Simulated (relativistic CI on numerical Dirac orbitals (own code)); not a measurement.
## W²⁺: N6,7 absorption edge

Computed with this model: Dirac-Coulomb-Breit CI, separate exchange-only KLI orbitals for each configuration, model QED, valence Slater integrals scaled by 0.8, multiplet model of core-to-valence dipole absorption; configurations [Xe] 4f14 5d4 → [Xe] 4f13 5d5; 300 K; Lorentzian 0.3 eV and Gaussian 0.3 eV FWHM. Energies are those of the free ion, without screening or charge transfer. The branching ratio is the share of the lower-energy edge in the whole absorption, uncertain by about 0.02 where the edges overlap. S is read from ⟨S²⟩ = S(S + 1).

Field parameters in Wybourne normalisation: D4h B²₀ = −7Ds, B⁴₀ = 21(Dq − Dt), B⁴₄ = 21√(5/14) Dq; Td as Oh with Dq negative (B⁴₀ = 21Dq, B⁴₄ = √(5/14) B⁴₀). The field is a parameter set, without covalency.

free ion: ground-state S = 1.86, centroid 31.86 eV. Peaks (eV, height): 29.8 (25), 31.4 (100), 33.6 (40).

D4h, 10Dq = 41450, Ds = 980, Dt = 290 cm⁻¹: ground-state S = 0.99, centroid 33.21 eV. Peaks (eV, height): 29.0 (100), 29.9 (14), 31.1 (10), 33.1 (64), 35.3 (86).

Td, 10Dq = -7400 cm⁻¹: ground-state S = 1.64, centroid 31.88 eV. Peaks (eV, height): 30.2 (35), 30.8 (100), 31.5 (93), 32.9 (37), 33.8 (40).

Strongest unbroadened transitions for D4h, 10Dq = 41450, Ds = 980, Dt = 290 cm⁻¹:

```csv
Energy (eV),Relative strength
28.93,13.2
28.97,56.8
29.03,100.0
32.34,16.7
32.37,13.6
32.80,20.0
32.93,17.9
33.18,40.7
33.68,16.7
34.73,11.7
34.87,12.9
34.93,21.4
35.02,14.9
35.24,19.5
35.44,18.5
35.54,13.0
35.55,13.0
35.83,21.7
```
